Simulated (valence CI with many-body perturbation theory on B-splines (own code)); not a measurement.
Pr XLVI: electric-dipole lines

Computed by relativistic CI+MBPT: four valence electrons over a frozen Dirac-Fock core [Ne], radial functions for each j: 11 s, 11 p, 10 d, 8 f, 5 g, 2 h, with the one-electron correlation potential Σ1 (screened to all orders), the two-electron term Σ2, the three-electron term Σ3, Breit, model QED; selected single and double excitations, second order for the rest, scaled by the run's own slope (own B-spline code, finite nucleus).

No measured spectrum was set against this ion. As an estimate, large intervals hold to a few tenths of a per cent, small ones and those within an open d or f shell to about a per cent. Among the levels kept, up to 550 cm⁻¹ of a level comes from second order outside the variational space, and about a tenth of that is noise between levels of different J, which matters for small intervals.

Lines 201 to 250 of 541 in falling wavelength, among levels below 62.240 Ry, chosen from the strongest by gf and those to the six lowest levels. Wavelengths and rates use the calculated energies. Electric multipoles are in the length gauge with retardation, E1 and E2 with the static RPA response of the core. Weak lines are less certain than strong ones. Lines between different terms over intervals too small for the method are left out, as are lines whose strength nearly cancels. Where a level lies close to another of its J and parity, the split of strength between their lines is uncertain. The highest levels of a list are the least certain.

Levels are named by their leading jj configuration (3d3/2^4 stands for four electrons in 3d with j = 3/2), which in mixed levels can hold well under half, so a name can repeat and another be missing. Letters in brackets count levels of one name in rising energy.

```tsv
λ vac (Å)	Upper	Lower	A (s⁻¹)	log gf	Branch %
52.27	(3p1/2 3p3/2^2 3d3/2) J=2 [c]	(3s 3p1/2 3p3/2 3d3/2) J=1 [d]	1.04e+11	-0.67	12.8
52.23	(3p1/2 3p3/2^2 3d5/2) J=3 [a]	(3s 3p1/2 3p3/2 3d5/2) J=3 [c]	7.87e+10	-0.65	11.3
52.17	(3p1/2 3p3/2^2 3d3/2) J=1 [b]	(3s 3p1/2 3p3/2 3d3/2) J=1 [d]	9.00e+10	-0.96	9.3
52.15	(3p1/2 3p3/2^2 3d5/2) J=4 [b]	(3s 3p1/2 3p3/2 3d5/2) J=4 [c]	8.87e+10	-0.49	15.8
52.10	(3p1/2 3p3/2^2 3d3/2) J=3 [a]	(3s 3p1/2 3p3/2 3d3/2) J=3 [c]	5.61e+10	-0.80	9.3
52.03	(3p1/2 3p3/2^2 3d3/2) J=3 [b]	(3s 3p1/2 3p3/2 3d3/2) J=2 [e]	2.36e+11	-0.17	25.6
51.95	(3s 3p3/2 3d3/2^2) J=1 [b]	(3s^2 3d3/2^2) J=2	1.00e+11	-0.91	9.5
51.85	(3p1/2 3p3/2^2 3d5/2) J=2 [a]	(3s 3p1/2 3p3/2 3d5/2) J=1 [c]	1.53e+11	-0.51	32.4
51.81	(3s 3p1/2 3p3/2 3d3/2) J=2 [a]	(3s 3p1/2^2 3p3/2) J=1	1.00e+11	-0.70	63.0
51.75	(3p1/2 3p3/2^2 3d5/2) J=0	(3s 3p1/2 3p3/2 3d5/2) J=1 [b]	3.39e+11	-0.87	63.0
51.72	(3s 3p3/2^2 3d3/2) J=4	(3s^2 3p3/2 3d3/2) J=3	3.55e+11	0.11	49.8
51.68	(3s 3p1/2 3d5/2^2) J=4 [b]	(3s 3p1/2 3p3/2 3d5/2) J=4 [a]	2.38e+10	-1.07	9.6
51.49	(3p1/2 3p3/2^2 3d5/2) J=4 [a]	(3s 3p1/2 3p3/2 3d5/2) J=4 [b]	3.51e+10	-0.90	7.1
51.38	(3p1/2 3p3/2^2 3d5/2) J=4 [a]	(3s 3p1/2 3p3/2 3d5/2) J=3 [b]	6.71e+10	-0.62	13.6
51.32	(3s 3p1/2 3p3/2 3d5/2) J=2 [b]	(3s^2 3p1/2 3d5/2) J=3	5.53e+10	-0.96	12.4
51.25	(3s 3p1/2 3p3/2 3d5/2) J=3 [b]	(3s^2 3p1/2 3d5/2) J=3	6.13e+10	-0.77	19.4
51.18	(3p1/2 3p3/2^2 3d3/2) J=3 [b]	(3s 3p1/2 3p3/2 3d5/2) J=3 [b]	7.77e+10	-0.67	8.4
51.14	(3s 3p1/2 3p3/2 3d5/2) J=4 [b]	(3s^2 3p1/2 3d5/2) J=3	3.02e+10	-0.97	29.6
51.11	(3p1/2 3p3/2^2 3d3/2) J=3 [b]	(3s 3p1/2 3p3/2 3d5/2) J=2 [b]	6.98e+10	-0.72	7.6
51.08	(3s 3p3/2^2 3d5/2) J=4 [b]	(3s^2 3p3/2 3d5/2) J=3	2.42e+11	-0.07	33.1
51.08	(3s 3p3/2^2 3d5/2) J=4 [a]	(3s^2 3p3/2 3d5/2) J=4	2.41e+11	-0.07	55.5
51.02	(3p1/2 3p3/2^2 3d3/2) J=4	(3s 3p1/2 3p3/2 3d3/2) J=3 [c]	2.87e+11	0.00	53.7
51.02	(3p1/2 3p3/2^2 3d3/2) J=2 [a]	(3s 3p1/2 3p3/2 3d3/2) J=2 [c]	2.03e+11	-0.40	36.9
51.00	(3p1/2 3p3/2^2 3d5/2) J=3 [b]	(3s 3p1/2 3p3/2 3d5/2) J=2 [c]	5.65e+10	-0.81	10.4
50.95	(3p1/2 3p3/2^2 3d3/2) J=3 [a]	(3s 3p1/2 3p3/2 3d3/2) J=2 [d]	3.18e+10	-1.06	5.3
50.91	(3s 3p3/2^2 3d5/2) J=2 [a]	(3s^2 3p3/2 3d5/2) J=1	1.88e+11	-0.44	37.1
50.83	(3s 3p1/2 3p3/2 3d5/2) J=2 [d]	(3s 3p1/2 3p3/2^2) J=2 [a]	3.96e+10	-1.12	5.3
50.72	(3p1/2 3p3/2^2 3d3/2) J=0	(3s 3p1/2 3p3/2 3d3/2) J=1 [c]	3.01e+11	-0.94	38.0
50.68	(3s 3p1/2 3p3/2 3d5/2) J=3 [b]	(3s^2 3p1/2 3d5/2) J=2	4.16e+10	-0.95	13.2
50.54	(3p1/2 3p3/2^2 3d5/2) J=1 [b]	(3s 3p1/2 3p3/2 3d5/2) J=2 [d]	2.23e+11	-0.59	25.3
50.49	(3p1/2^2 3p3/2 3d5/2) J=2	(3s 3p1/2^2 3d5/2) J=2	1.15e+11	-0.66	42.4
50.44	(3s 3p1/2 3p3/2 3d3/2) J=0 [a]	(3s 3p1/2^2 3p3/2) J=1	3.32e+10	-1.90	86.7
50.32	(3p1/2 3p3/2^2 3d5/2) J=2 [c]	(3s 3p1/2 3p3/2 3d5/2) J=2 [d]	1.84e+11	-0.46	21.4
50.25	(3p1/2 3p3/2^3) J=1	(3s 3p1/2 3p3/2^2) J=1 [b]	4.04e+11	-0.34	39.8
50.13	(3p1/2 3p3/2^2 3d5/2) J=3 [a]	(3s 3p1/2 3p3/2 3d5/2) J=3 [b]	6.97e+10	-0.74	10.0
50.10	(3s 3p3/2^2 3d3/2) J=2 [a]	(3s 3p1/2 3p3/2^2) J=2 [b]	1.16e+11	-0.66	16.4
50.10	(3s 3p3/2^2 3d5/2) J=2 [b]	(3s^2 3p3/2 3d5/2) J=1	5.03e+10	-1.02	7.2
50.09	(3s 3p3/2^2 3d5/2) J=3 [a]	(3s^2 3p3/2 3d5/2) J=2	1.22e+11	-0.49	17.9
50.07	(3p1/2 3p3/2^2 3d5/2) J=3 [a]	(3s 3p1/2 3p3/2 3d5/2) J=2 [b]	4.58e+10	-0.92	6.6
50.04	(3p1/2 3p3/2^2 3d5/2) J=3 [c]	(3s 3p1/2 3p3/2 3d5/2) J=3 [d]	1.99e+11	-0.28	31.1
49.96	(3p1/2 3p3/2^2 3d5/2) J=4 [b]	(3s 3p1/2 3p3/2 3d5/2) J=4 [b]	8.35e+10	-0.55	14.9
49.93	(3s 3p1/2 3p3/2 3d3/2) J=2 [c]	(3s^2 3p1/2 3d3/2) J=2	1.61e+11	-0.52	60.6
49.93	(3p1/2 3p3/2^2 3d5/2) J=2 [a]	(3s 3p1/2 3p3/2 3d5/2) J=1 [b]	4.55e+10	-1.07	9.6
49.81	(3p1/2 3p3/2^2 3d3/2) J=2 [c]	(3s 3p1/2 3p3/2 3d5/2) J=1 [a]	6.89e+10	-0.89	8.5
49.76	(3s 3p3/2^2 3d5/2) J=2 [a]	(3s^2 3p3/2 3d5/2) J=3	1.06e+11	-0.71	20.9
49.76	(3p1/2 3p3/2^2 3d3/2) J=1 [c]	(3s 3p1/2 3p3/2 3d3/2) J=2 [e]	1.25e+11	-0.86	13.3
49.66	(3s 3p3/2 3d3/2^2) J=2 [b]	(3s 3p1/2 3p3/2 3d5/2) J=3 [d]	5.62e+10	-0.98	6.8
49.58	(3p1/2 3p3/2^2 3d5/2) J=2 [b]	(3s 3p1/2 3p3/2 3d5/2) J=2 [c]	5.20e+10	-1.02	6.0
49.51	(3p1/2 3p3/2^2 3d3/2) J=1 [a]	(3s 3p1/2 3p3/2 3d3/2) J=2 [c]	1.26e+11	-0.86	19.2
49.50	(3p1/2 3p3/2^3) J=2	(3s 3p1/2 3p3/2^2) J=2 [b]	3.06e+11	-0.25	41.7
```
